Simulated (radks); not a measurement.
The numbers below are computed, except where a source is named.
Q: Orbital eigenvalues (eV) of the thallium ion Tl2+, [Xe] 4f14 5d10 6s1, of relativity; Dirac values are averaged over j with weights 2j + 1. Spin-unpolarised spherical Kohn-Sham, PBE, point nucleus unless stated (finite: rms radius 5.4759 fm), a radial shooting solver on a logarithmic mesh with Libxc functionals. A level marked "c x" has the speed of light scaled by that factor.

shell  non-rel.
2p       -12462
3s      -3080.3
3p      -2850.0
3d      -2420.4
4s      -683.99
4p      -583.49
4d      -398.21
4f      -148.11
5s      -120.53
5p      -87.509
5d      -34.970
6s      -21.935

Give the values at the level "Dirac, c x 1.25".

A: 
shell  Dirac, c x 1.25  change of magnitude (%)
2p              -12923                    +3.70
3s             -3413.4                   +10.81
3p             -2979.7                    +4.55
3d             -2409.0                    -0.47
4s             -768.06                   +12.29
4p             -614.16                    +5.26
4d             -394.47                    -0.94
4f             -137.62                    -7.08
5s             -136.73                   +13.44
5p             -92.072                    +5.21
5d             -33.819                    -3.29
6s             -23.893                    +8.93
